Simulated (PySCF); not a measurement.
C5H8, SMILES C1=CCCC1. Atoms are numbered in the order given.

```xyz
13

C     -0.0499     1.0741    -0.6692
C     -0.0499     1.0741     0.6692
C      0.1094    -0.3196     1.2319
C     -0.1444    -1.2231     0.0000
C      0.1094    -0.3196    -1.2319
H     -0.1104     1.9674    -1.2964
H     -0.1104     1.9674     1.2964
H     -0.5808    -0.5331     2.0653
H      1.1308    -0.4534     1.6380
H     -1.1987    -1.5435     0.0000
H      0.4716    -2.1346     0.0000
H      1.1308    -0.4534    -1.6380
H     -0.5808    -0.5331    -2.0653
```
Charge 0, spin multiplicity 1.

Geometry: B3LYP-D3(BJ)/def2-SVP. One conformer was computed; it need not be the lowest.

All values below come from PBE/pcSseg-1 (PySCF).

GIAO shieldings, no solvent; atoms listed in one row are averaged. δ = σ(ref) − σ: ¹³C against TMS (σ = 182.0 ppm); ¹H against TMS (σ = 31.49 ppm), references at their B3LYP-D3(BJ)/def2-TZVP geometries, non-relativistic.

Computed chemical shifts:
```tsv
nucleus	atoms	count	δ (ppm)
¹³C	C1, C2	2	140.2
¹³C	C3, C5	2	40.4
¹³C	C4	1	29.8
¹H	H6, H7	2	6.21
¹H	H8, H9, H12, H13	4	2.74
¹H	H11	1	2.19
¹H	H10	1	2.00
```
